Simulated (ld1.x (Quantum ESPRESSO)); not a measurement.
**Varying the TM potential for Ir**

Base potential:

```json
{"Element": "iridium (Ir)", "Generator": "ld1.x (Quantum ESPRESSO) 7.5", "Type": "norm-conserving Troullier–Martins (Kleinman–Bylander form)", "Functional": "PBEsol", "Relativity": "fully relativistic", "Frozen core": "[Kr] 4d10 4f14 5s2", "Valence charge": "15", "Reference configuration": "5p6 5d7 6s1 6p0 (charge +1)", "Partial waves": "6s (bound): rc 2.05 bohr; 5p (bound): rc 1.50 bohr; 5d (bound): rc 1.50 bohr", "Local potential": "all-electron potential smoothed inside 1.15 bohr (lloc = -1)", "Core correction": "none"}
```

Open shells are filled in proportion to 2j + 1 (rel_dist='average').

All-electron outer shells of the reference configuration (PBEsol, scalar-relativistic, ld1.x):

```csv
shell,level (eV),outermost node (bohr),outermost maximum (bohr)
4f,-70.55,–,0.39
5p,-63.08,0.54,1.01
5d,-15.36,0.59,1.29
6s,-13.61,1.17,2.32
6p,-7.16,1.38,3.02
```

Cutoffs, loose and tight: the cutoffs (Ry, on a coarse ladder) from which the occupation-weighted sum of valence levels, in a spherical-Bessel basis at the reference potential, stays within 10 and 1 mRy of its value at 400 Ry. They do not see the model core or the augmentation charge, which bear on the density cutoff. Test errors are all-electron minus pseudo excitation energies from the reference, over the configurations 5p6 5d7 6s2 6p0; 5p6 5d7 6s0 6p0; 5p6 5d6 6s0 6p0; 5p5 5d7 6s2 6p0; 5p6 5d7.5 6s1.5 6p0; 5p6 5d7 6s0 6p2; 5p6 5d7 6s1 6p1. A dash means not determined; rows that change the core or the reference have their own tests. The largest error is taken over the tests solved by every variant that gives reliable tests at all: 5p6 5d6 6s0 6p0; 5p6 5d7 6s0 6p0; 5p6 5d7 6s0 6p2; 5p6 5d7 6s1 6p1; 5p6 5d7 6s2 6p0; 5p6 5d7.5 6s1.5 6p0.

A true bound ghost makes a file unfit for plane-wave use even where its test errors are small: the radial tests pick states by their node count and pass the ghost by. Where a test does run into it, the solver fails or the error is huge.

```csv
change,outcome,"cutoff, loose","cutoff, tight",bound ghosts,largest test error (meV)
base,generated,60 Ry,100 Ry,s,+234
"type ultrasoft; waves now 6s (bound): rcut 1.80, rcutus 2.05 bohr; 6s channel at -0.45 Ry: rcut 1.80, rcutus 2.05 bohr; 5p (bound): rcut 1.45, rcutus 1.50 bohr; 6p (bound): rcut 1.45, rcutus 1.50 bohr; 5d (bound): rcut 1.30, rcutus 1.50 bohr; 5d channel at 3.05 Ry: rcut 1.30, rcutus 1.50 bohr; local potential all-electron potential smoothed inside 1.60 bohr (lloc = -1); augmentation built from norm-conserving waves at rcut, not smoothed further",failed: chargeps: negative rho,–,–,–,–
wave 5d (bound): rc 1.50 bohr becomes 5d (bound): rc 1.28 bohr,generated,60 Ry,100 Ry,s,+234
wave 6s (bound): rc 2.05 bohr becomes 6s (bound): rc 2.12 bohr,generated,60 Ry,100 Ry,s,+233
```

Task: What comes out with this change to the base: local potential the s channel?

Result: outcome: generated; cutoff, loose: 70 Ry; cutoff, tight: 100 Ry; bound ghosts: none; largest test error (meV): -1420.
